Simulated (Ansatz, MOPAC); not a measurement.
Gas-phase reaction in SMILES: O(B(O)O)[SiH3] [silyloxyboronic acid] + H+ → OB(O)[OH+][SiH3] (at O, the best of the heteroatom sites tried; carbon was not tried)

Wanted: proton affinity (enthalpy at 298 K), in kcal/mol. Positive where the reaction releases energy. Conventions: LANL2DZ with its own core potentials from Na on; non-relativistic; valence correlation only; 6-31G* and kin with 6d, 5d where marked; dispersion terms only where a functional's name holds one; spin-orbit terms left out. CBS(X,Y): correlation extrapolated as X^-3; Hartree-Fock from the larger set. Ab initio and DFT rows: single points at B3LYP-D3(BJ) geometries (Ansatz, a program for electronic structure), with unscaled harmonic terms from B3LYP/6-31G* (Ansatz) at its own minima. Semi-empirical rows: MOPAC heats of formation at their own minima for 298 K, the proton's as measured.

Coupled cluster (Ansatz) is a level with limits of its own, used here on species with T1 under 0.025 (0.045 for open shells) and stable references: CCSD(T)/CBS(cc-pV(T+d)Z,cc-pV(Q+d)Z).

Value to compare with, CCSD(T)/CBS(cc-pV(T+d)Z,cc-pV(Q+d)Z) (Ansatz): 188.5 kcal/mol.

```
level                            program  proton affinity (enthalpy at 298 K) (kcal/mol)  difference
------------------------  --------------  ----------------------------------------------  ----------
AM1                                MOPAC                                           191.5         3.0
HF/6-31G*                         Ansatz                                           192.3         3.8
PBE/3-21G                         Ansatz                                           207.4        18.9
B3LYP/3-21G                       Ansatz                                           208.2        19.7
B3LYP/LANL2DZ                     Ansatz                                           202.7        14.2
B3LYP/6-31G                       Ansatz                                           207.1        18.6
B3LYP/6-31G*                      Ansatz                                           192.0         3.5
r2SCAN-D4/def2-TZVPD      Ansatz + dftd4                                           187.7        -0.8
B3LYP-D3(BJ)/def2-TZVPD   Ansatz + dftd3                                           189.4         0.9
B2PLYP-D3(BJ)/def2-TZVPD  Ansatz + dftd3                                           187.8        -0.7
```

Among the 7 habitual levels, B3LYP/3-21G lies farthest from CCSD(T)/CBS(cc-pV(T+d)Z,cc-pV(Q+d)Z) (Ansatz) (19.7 kcal/mol); 7 of 7 lie above it, and their mean absolute difference is 11.7 kcal/mol, the median 14.2. One case shows no general order.

The levels are drawn from those run, B3LYP/6-31G* more often than the rest, none by its result; left out are runs that failed, that the program found above a lower state of the same kind, or whose <S^2> lies over 0.5 above the pure value.
